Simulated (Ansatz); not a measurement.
# Nudged elastic band run: BBrClH3O

Input:

```yaml
crystal:
  periodic: [false, false, false]
  atoms:
    - { symbol: B, position_ang: [-0.08703, -0.621997, -0.065917] }
    - { symbol: O, position_ang: [-0.335453, 0.299052, 0.906039] }
    - { symbol: H, position_ang: [-1.149993, 0.104526, 1.406881] }
    - { symbol: Cl, position_ang: [1.349878, -0.403275, -1.051114] }
    - { symbol: H, position_ang: [-0.822938, -1.567657, -0.258468] }
    - { symbol: Br, position_ang: [0.934925, 3.188551, 2.273462] }
    - { symbol: H, position_ang: [0.532311, 1.974802, 1.593916] }
basis:
  gaussian: { orbitals: def2-SVP }
hamiltonian:
  xc: pbe
neb:
  order_check: false
  images: 7
  f_tol: 0.03
  max_iterations: 60
  final_atoms:
    - { symbol: B, position_ang: [0.12678875, 0.40193495, 0.02930017] }
    - { symbol: O, position_ang: [-0.01200334, -0.09249755, 1.62858981] }
    - { symbol: H, position_ang: [-0.97375127, -0.11129414, 1.82380211] }
    - { symbol: Cl, position_ang: [1.60750552, -0.39862361, -0.60763079] }
    - { symbol: H, position_ang: [-0.93217256, 0.06887589, -0.46910154] }
    - { symbol: Br, position_ang: [0.2703808, 2.40926195, 0.28219619] }
    - { symbol: H, position_ang: [0.33495209, 0.69634451, 2.11764305] }
  initial_path:
    images:
      - { positions_ang: [[-0.08703, -0.621997, -0.065917], [-0.335453, 0.299052, 0.906039], [-1.149993, 0.104526, 1.406881], [1.349878, -0.403275, -1.051114], [-0.822938, -1.567657, -0.258468], [0.934925, 3.188551, 2.273462], [0.532311, 1.974802, 1.593916]] }
      - { positions_ang: [[-0.04753974, -0.48726846, -0.03538941], [-0.28902895, 0.25987597, 1.12645155], [-1.13851812, 0.05971579, 1.56440173], [1.45854067, -0.36132264, -0.95105311], [-0.8362342, -1.21024622, -0.35939017], [0.83943121, 2.92807248, 1.84944149], [0.43504912, 1.78517509, 1.61033692]] }
      - { positions_ang: [[-0.00804947, -0.35253991, -0.00486182], [-0.2426049, 0.22069994, 1.34686411], [-1.12704324, 0.01490557, 1.72192245], [1.56720335, -0.31937029, -0.85099222], [-0.84953041, -0.85283544, -0.46031234], [0.74393743, 2.66759395, 1.42542098], [0.33778725, 1.59554817, 1.62675784]] }
      - { positions_ang: [[0.03144079, -0.21781137, 0.02566578], [-0.19618085, 0.18152391, 1.56727666], [-1.11556837, -0.02990464, 1.87944318], [1.67586602, -0.27741793, -0.75093134], [-0.86282661, -0.49542466, -0.56123451], [0.64844364, 2.40711543, 1.00140047], [0.24052537, 1.40592126, 1.64317877]] }
      - { positions_ang: [[0.07093105, -0.08308282, 0.05619337], [-0.1497568, 0.14234788, 1.78768922], [-1.10409349, -0.07471486, 2.03696391], [1.7845287, -0.23546558, -0.65087045], [-0.87612282, -0.13801388, -0.66215669], [0.55294986, 2.14663691, 0.57737996], [0.1432635, 1.21629435, 1.65959969]] }
      - { positions_ang: [[0.08489548, 0.03817162, 0.04947007], [-0.11531843, 0.08363652, 1.74791436], [-1.07150793, -0.08385968, 1.98367346], [1.7402729, -0.27625509, -0.64006054], [-0.89013525, -0.08629144, -0.6138929], [0.4823076, 2.21229317, 0.50358401], [0.19118564, 1.08630689, 1.77411053]] }
      - { positions_ang: [[0.0988599, 0.15942607, 0.04274677], [-0.08088007, 0.02492516, 1.70813951], [-1.03892238, -0.0930045, 1.93038301], [1.69601711, -0.3170446, -0.62925062], [-0.90414769, -0.034569, -0.56562911], [0.41166533, 2.27794943, 0.42978807], [0.23910779, 0.95631943, 1.88862137]] }
      - { positions_ang: [[0.11282433, 0.28068051, 0.03602347], [-0.0464417, -0.0337862, 1.66836466], [-1.00633682, -0.10214932, 1.87709256], [1.65176131, -0.3578341, -0.61844071], [-0.91816012, 0.01715345, -0.51736532], [0.34102307, 2.34360569, 0.35599213], [0.28702994, 0.82633197, 2.00313221]] }
      - { positions_ang: [[0.12678875, 0.40193495, 0.02930017], [-0.01200334, -0.09249755, 1.62858981], [-0.97375127, -0.11129414, 1.82380211], [1.60750552, -0.39862361, -0.60763079], [-0.93217256, 0.06887589, -0.46910154], [0.2703808, 2.40926195, 0.28219619], [0.33495209, 0.69634451, 2.11764305]] }
```

Launched with:

```bash
$ ansatz run input.yaml --threads 2 --pin off --max-ram 3072MiB --backend cpu --events-out ev --progress --plain --runs-dir out
```

Output, in part (warnings, iteration lines, the closing report on the highest movable image, with atoms numbered from 0):

```
NEB end point (image 0): max|allowed force component| = 1.489e-2 eV/Å (the criterion of neb.relax_end_points is 1.000e-2)
NEB end point (image 8): max|allowed force component| = 2.735e-2 eV/Å (the criterion of neb.relax_end_points is 1.000e-2)
NEB iter   1: max|band force component| = 1.421e1 eV/Å  barrier→ = 3.1090 eV  barrier← = 2.7739 eV  Δτ_max = 0.2000 Å  (233 SCF iters)
NEB iter   2: max|band force component| = 4.058e0 eV/Å  barrier→ = 1.5930 eV  barrier← = 1.2579 eV  Δτ_max = 0.1941 Å  (233 SCF iters)
NEB iter   3: max|band force component| = 1.541e0 eV/Å  barrier→ = 1.0753 eV  barrier← = 0.7402 eV  Δτ_max = 0.2000 Å  (218 SCF iters)
NEB iter   4: max|band force component| = 1.631e0 eV/Å  barrier→ = 1.0182 eV  barrier← = 0.6831 eV  Δτ_max = 0.0996 Å  (215 SCF iters)
NEB iter   5: max|band force component| = 1.799e0 eV/Å  barrier→ = 1.0228 eV  barrier← = 0.6877 eV  Δτ_max = 0.0985 Å  (194 SCF iters)
NEB iter   6: max|band force component| = 1.359e0 eV/Å  barrier→ = 0.9640 eV  barrier← = 0.6289 eV  Δτ_max = 0.1014 Å  (200 SCF iters)
NEB iter   7: max|band force component| = 1.308e0 eV/Å  barrier→ = 0.8855 eV  barrier← = 0.5504 eV  Δτ_max = 0.1006 Å  (197 SCF iters)
NEB iter   8: max|band force component| = 1.148e0 eV/Å  barrier→ = 0.8803 eV  barrier← = 0.5452 eV  Δτ_max = 0.0999 Å  (200 SCF iters)
NEB iter   9: max|band force component| = 5.457e-1 eV/Å  barrier→ = 0.8535 eV  barrier← = 0.5184 eV  Δτ_max = 0.1006 Å  (193 SCF iters)
NEB iter  10: max|band force component| = 1.135e0 eV/Å  barrier→ = 0.7825 eV  barrier← = 0.4474 eV  Δτ_max = 0.0506 Å  (200 SCF iters)
NEB iter  11: max|band force component| = 6.118e-1 eV/Å  barrier→ = 0.7061 eV  barrier← = 0.3710 eV  CI = image 6  Δτ_max = 0.0999 Å  (192 SCF iters)
NEB iter  12: max|band force component| = 4.366e-1 eV/Å  barrier→ = 0.8224 eV  barrier← = 0.4873 eV  CI = image 6  Δτ_max = 0.1000 Å  (196 SCF iters)
NEB iter  13: max|band force component| = 3.163e-1 eV/Å  barrier→ = 0.8207 eV  barrier← = 0.4856 eV  CI = image 6  Δτ_max = 0.0661 Å  (189 SCF iters)
NEB iter  14: max|band force component| = 3.023e-1 eV/Å  barrier→ = 0.8103 eV  barrier← = 0.4752 eV  CI = image 6  Δτ_max = 0.1038 Å  (193 SCF iters)
NEB iter  15: max|band force component| = 1.404e-1 eV/Å  barrier→ = 0.8055 eV  barrier← = 0.4704 eV  CI = image 6  Δτ_max = 0.0213 Å  (189 SCF iters)
NEB iter  16: max|band force component| = 8.903e-2 eV/Å  barrier→ = 0.8047 eV  barrier← = 0.4696 eV  CI = image 6  Δτ_max = 0.2000 Å  (198 SCF iters)
NEB iter  17: max|band force component| = 2.165e0 eV/Å  barrier→ = 0.8040 eV  barrier← = 0.4689 eV  CI = image 6  Δτ_max = 0.1006 Å  (195 SCF iters)
NEB iter  18: max|band force component| = 4.545e-1 eV/Å  barrier→ = 0.8038 eV  barrier← = 0.4687 eV  CI = image 6  Δτ_max = 0.1203 Å  (198 SCF iters)
NEB iter  19: max|band force component| = 2.249e-1 eV/Å  barrier→ = 0.8038 eV  barrier← = 0.4687 eV  CI = image 6  Δτ_max = 0.0689 Å  (187 SCF iters)
NEB iter  20: max|band force component| = 3.357e-1 eV/Å  barrier→ = 0.8038 eV  barrier← = 0.4687 eV  CI = image 6  Δτ_max = 0.0345 Å  (190 SCF iters)
NEB iter  21: max|band force component| = 1.544e-2 eV/Å  barrier→ = 0.8037 eV  barrier← = 0.4686 eV  CI = image 6  Δτ_max = 0.0000 Å  (350 SCF iters)
Total energy: -85309.35588416 eV, -3135.0610039845 hartree
Atom 0 at     0.110523     0.081015     0.134131 Å, force     0.006400    -0.002459     0.000493 eV/Å
Atom 1 at    -0.004089    -0.075639     1.614863 Å, force    -0.003785     0.000044    -0.004503 eV/Å
Atom 2 at    -0.941662    -0.222006     1.856154 Å, force     0.001352     0.000479     0.003576 eV/Å
Atom 3 at     1.621191    -0.528896    -0.539348 Å, force    -0.002061     0.001481     0.000932 eV/Å
Atom 4 at    -0.910583     0.051988    -0.512798 Å, force    -0.001637     0.000885    -0.001006 eV/Å
Atom 5 at     0.363306     2.474778     0.596841 Å, force    -0.000372    -0.000449    -0.000395 eV/Å
Atom 6 at     0.183013     1.192760     1.654956 Å, force     0.000102     0.000019     0.000904 eV/Å
Dipole moment:    -0.451106    -0.258484     0.381050 e Å
```

It converged. A vibrational analysis at the climbing image gives one clearly imaginary mode, 817i cm⁻¹: a first-order saddle point. The orbitals stay closed-shell, which can raise the energy where a bond breaks towards radicals; this wasn't checked here.

Final band (atoms are numbered from 1 in the order of the input):

| image | path coordinate (Å) | energy (kcal/mol) | Br6–H7 (Å) | B1–Br6 (Å) | O2–H7 (Å) |
| --- | --- | --- | --- | --- | --- |
| 0 | 0.00 | 0.0 | 1.45 | 4.59 | 2.01 |
| 1 | 0.60 | 0.1 | 1.45 | 4.46 | 2.00 |
| 2 | 1.19 | 0.5 | 1.45 | 4.23 | 2.01 |
| 3 | 1.79 | 1.1 | 1.44 | 3.93 | 2.06 |
| 4 | 2.39 | 2.1 | 1.44 | 3.57 | 2.12 |
| 5 | 2.98 | 6.2 | 1.46 | 3.00 | 1.85 |
| 6 | 3.58 | 18.5 | 1.67 | 2.45 | 1.28 |
| 7 | 4.04 | 9.9 | 2.07 | 2.12 | 1.03 |
| 8 | 4.51 | 7.7 | 2.51 | 2.03 | 0.99 |

Run time: 3.6 min on 2 threads of Arm Neoverse V1 (shared host), peak memory 0.14 GiB.
